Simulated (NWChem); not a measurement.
System: AlSiH4F; SMILES [F][AlH][SiH3]

Input file for NWChem:

```
start job
memory heap 200 mb stack 900 mb global 1100 mb
geometry units angstroms noautoz
  Al     0.533631     0.730202    -0.004770
  F     -0.652426     1.907073     0.018294
  H      2.023716     1.270154     0.004514
  Si    -0.191306    -1.607940    -0.019566
  H     -0.354527    -2.102626     1.386409
  H      0.828882    -2.478253    -0.686817
  H     -1.499387    -1.783226    -0.724578
end
basis spherical
  * library 6-31g*
end
dft
  xc m06-2x
  grid xfine
  iterations 150
  mulliken
end
task dft gradient
```

Parts of the log:

```
             Northwest Computational Chemistry Package (NWChem) 7.3.0
             --------------------------------------------------------

 C1  symmetry detected

                             Geometry "geometry" -> ""
                             -------------------------

 Output coordinates in angstroms (scale by  1.889725989 to convert to a.u.)

  No.       Tag          Charge          X              Y              Z
 ---- ---------------- ---------- -------------- -------------- --------------
    1 Al                  13.0000     0.55096906     0.75247036    -0.00271532
    2 F                    9.0000    -0.63210331     1.93256337     0.00024120
    3 H                    1.0000     2.04236560     1.28863614     0.01310517
    4 Si                  14.0000    -0.18003450    -1.58382859    -0.00143987
    5 H                    1.0000    -0.35542245    -2.06500061     1.40775620
    6 H                    1.0000     0.84296358    -2.46293776    -0.65266499
    7 H                    1.0000    -1.48309163    -1.76228255    -0.71490978

 Effective nuclear repulsion energy (a.u.)     128.8095501617

                                 NWChem DFT Module
                                 -----------------

 Summary of "ao basis" -> "ao basis" (spherical)
 ------------------------------------------------------------------------------
       Tag                 Description            Shells   Functions and Types
 ---------------- ------------------------------  ------  ---------------------
 Al                          6-31g*                  8       18   4s3p1d
 F                           6-31g*                  6       14   3s2p1d
 H                           6-31g*                  2        2   2s
 Si                          6-31g*                  8       18   4s3p1d

            General Information
            -------------------
          SCF calculation type: DFT
          Wavefunction type:  closed shell.
          No. of atoms     :     7
          No. of electrons :    40
           Alpha electrons :    20
            Beta electrons :    20
          Charge           :     0
          Spin multiplicity:     1
          Use of symmetry is: off; symmetry adaption is: off
          Maximum number of iterations: 150
          AO basis - number of functions:    58
                     number of shells:    30
          Convergence on energy requested:  1.00D-06
          Convergence on density requested:  1.00D-05
          Convergence on gradient requested:  5.00D-04

              XC Information
              --------------
                       M06-2X Method XC Functional
                     Hartree-Fock (Exact) Exchange  0.540
                        M06-2X Exchange Functional  1.000
                      M06-2X Correlation Potential  1.000

             Grid Information
             ----------------
          Grid used for XC integration:  xfine
          Radial quadrature: Mura-Knowles
          Angular quadrature: Lebedev.
          Tag              B.-S. Rad. Rad. Pts. Rad. Cut. Ang. Pts.
          ---              ---------- --------- --------- ---------
          Al                  1.25      125          11.0      1454
          F                   0.50      100          12.0      1454
          H                   0.35      100          12.0      1202
          Si                  1.10      125          11.0      1454
          Grid pruning is: on
          Number of quadrature shells:   750
          Spatial weights used:  Erf1

      Superposition of Atomic Density Guess
      -------------------------------------

 Sum of atomic energies:        -632.04122040

      Non-variational initial energy
      ------------------------------

 Total energy =    -632.394738
 1-e energy   =   -1134.706197
 2-e energy   =     373.501909
 HOMO         =      -0.290415
 LUMO         =      -0.012014

     ---------------------------------------------
      Total Density - Mulliken Population Analysis
     ---------------------------------------------

    Atom       Charge   Shell Charges
 -----------   ------   -------------------------------------------------------
    1 Al  13    11.98   2.00  2.00  5.97  0.84  0.68  0.27  0.13  0.10
    2 F    9     9.74   2.00  0.96  3.53  1.02  2.23  0.01
    3 H    1     1.15   0.47  0.68
    4 Si  14    14.02   2.00  2.00  5.97  1.00  1.81  0.39  0.77  0.08
    5 H    1     1.03   0.46  0.57
    6 H    1     1.04   0.46  0.58
    7 H    1     1.04   0.46  0.58

   convergence    iter        energy       DeltaE   RMS-Dens  Diis-err
 ---------------- ----- ----------------- --------- --------- ---------
 d= 0,ls=0.0,diis     1   -634.0221341261 -7.63D+02  1.89D-02  5.24D-01
 d= 0,ls=0.0,diis     2   -634.0176480479  4.49D-03  8.50D-03  8.78D-01
 d= 0,ls=0.0,diis     3   -634.0891771188 -7.15D-02  1.13D-03  1.64D-03
 d= 0,ls=0.0,diis     4   -634.0895057563 -3.29D-04  2.97D-04  1.49D-04
 d= 0,ls=0.0,diis     5   -634.0895382634 -3.25D-05  7.53D-05  7.37D-06
  Resetting Diis
 d= 0,ls=0.0,diis     6   -634.0895402397 -1.98D-06  1.02D-05  1.82D-07
 d= 0,ls=0.0,diis     7   -634.0895402796 -3.99D-08  2.67D-06  6.50D-09

         Total DFT energy =     -634.089540279617
      One electron energy =    -1137.352984747603
           Coulomb energy =      425.950579222808
    Exchange-Corr. energy =      -51.496684916499
 Nuclear repulsion energy =      128.809550161676

 Numeric. integr. density =       39.999999988523

                       DFT Final Molecular Orbital Analysis
                       ------------------------------------

 Vector   18  Occ=2.000000D+00  E=-4.076282D-01
              MO Center= -2.7D-01, -1.9D+00,  4.7D-01, r^2= 2.2D+00
   Bfn.  Coefficient  Atom+Function         Bfn.  Coefficient  Atom+Function
  ----- ------------  ---------------      ----- ------------  ---------------
    43      0.407929  4 Si pz                54      0.304953  5 H  s
    53      0.272110  5 H  s                 39     -0.168266  4 Si pz
    56     -0.156173  6 H  s                 58     -0.145027  7 H  s
    55     -0.139368  6 H  s                 57     -0.133115  7 H  s
    47      0.104738  4 Si pz                50      0.057668  4 Si d  0

 Vector   19  Occ=2.000000D+00  E=-4.056064D-01
              MO Center= -1.2D-01, -1.7D+00, -4.2D-01, r^2= 2.9D+00
   Bfn.  Coefficient  Atom+Function         Bfn.  Coefficient  Atom+Function
  ----- ------------  ---------------      ----- ------------  ---------------
    41      0.364934  4 Si px                56      0.271500  6 H  s
    58     -0.245383  7 H  s                 55      0.238315  6 H  s
    57     -0.218922  7 H  s                 42     -0.157046  4 Si py
    37     -0.150169  4 Si px                 6     -0.091403  1 Al s
    45      0.083968  4 Si px                34     -0.081382  3 H  s

 Vector   20  Occ=2.000000D+00  E=-3.237333D-01
              MO Center=  4.0D-01, -3.3D-01, -7.3D-04, r^2= 3.6D+00
   Bfn.  Coefficient  Atom+Function         Bfn.  Coefficient  Atom+Function
  ----- ------------  ---------------      ----- ------------  ---------------
    42      0.378636  4 Si py                 8     -0.290743  1 Al py
    34     -0.245319  3 H  s                  7     -0.179468  1 Al px
    33     -0.175705  3 H  s                 44      0.172659  4 Si s
    46      0.171036  4 Si py                 6      0.163822  1 Al s
    38     -0.150279  4 Si py                22      0.123914  2 F  py

 Vector   21  Occ=0.000000D+00  E=-3.668027D-02
              MO Center=  4.9D-01,  4.6D-01, -3.8D-02, r^2= 4.5D+00
   Bfn.  Coefficient  Atom+Function         Bfn.  Coefficient  Atom+Function
  ----- ------------  ---------------      ----- ------------  ---------------
    13      0.562437  1 Al pz                 9      0.456586  1 Al pz
    54     -0.295279  5 H  s                 47      0.198716  4 Si pz
     5     -0.166530  1 Al pz                27     -0.166275  2 F  pz
    58      0.165448  7 H  s                 23     -0.154946  2 F  pz
    56      0.133250  6 H  s                 53     -0.078201  5 H  s

 Vector   22  Occ=0.000000D+00  E= 2.566227D-02
              MO Center=  2.2D-02,  2.6D-01,  7.6D-02, r^2= 5.7D+00
   Bfn.  Coefficient  Atom+Function         Bfn.  Coefficient  Atom+Function
  ----- ------------  ---------------      ----- ------------  ---------------
    10      0.614194  1 Al s                 45     -0.521323  4 Si px
    11     -0.471804  1 Al px                56      0.433491  6 H  s
    58     -0.415181  7 H  s                 24     -0.342221  2 F  s
    12      0.316871  1 Al py                41     -0.144039  4 Si px
    40     -0.141179  4 Si s                  6      0.131047  1 Al s

[...]

                         DFT ENERGY GRADIENTS

    atom               coordinates                        gradient
                 x          y          z           x          y          z
   1 Al      1.041181   1.421963  -0.005131    0.006175  -0.005445   0.000053
   2 F      -1.194502   3.652015   0.000456   -0.006502   0.006119  -0.000023
   3 H       3.859511   2.435169   0.024765    0.001058   0.000622   0.000042
   4 Si     -0.340216  -2.993002  -0.002721    0.000247   0.001998  -0.000452
   5 H      -0.671651  -3.902285   2.660273   -0.000344  -0.001010   0.004187
   6 H       1.592970  -4.654277  -1.233358    0.003133  -0.002194  -0.001810
   7 H      -2.802637  -3.330231  -1.350984   -0.003767  -0.000089  -0.001997
```

Level: M06-2X/6-31G* (spherical d). Geometry: optimised at PBE0/def2-SVP.
